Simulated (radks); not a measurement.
Species: the europium ion Eu5+. Configuration: [Kr] 4d10 4f5 5s2 5p5. All-electron calculation, Dirac Kohn-Sham, LB94 model potential, spin-unpolarised, spherical densities, finite nucleus; open shells fill j = l - 1/2 first; Fermi nuclear charge, rms radius 5.1115 fm. Program: a radial shooting solver on a logarithmic mesh with Libxc functionals.

Spin-orbit splittings of the eigenvalues, e(l+1/2) - e(l-1/2), with zeta = 2 splitting/(2l+1) and mean radii in bohr:

| shell | occ. | splitting (eV) | zeta (eV) | <r> j=l-1/2 | <r> j=l+1/2 |
|---|---|---|---|---|---|
| 2p | 6 | 653.9 | 435.9 | 0.07886 | 0.08561 |
| 3p | 6 | 132.9 | 88.57 | 0.2383 | 0.2512 |
| 3d | 10 | 29.01 | 11.61 | 0.2230 | 0.2270 |
| 4p | 6 | 29.48 | 19.65 | 0.5770 | 0.6062 |
| 4d | 10 | 5.386 | 2.154 | 0.6410 | 0.6511 |
| 4f | 5 | 0.7854 | 0.2244 | 0.7936 | 0.8007 |
| 5p | 5 | 5.100 | 3.400 | 1.413 | 1.484 |
| 5d | 0 | 0.6584 | 0.2634 | 1.842 | 1.865 |
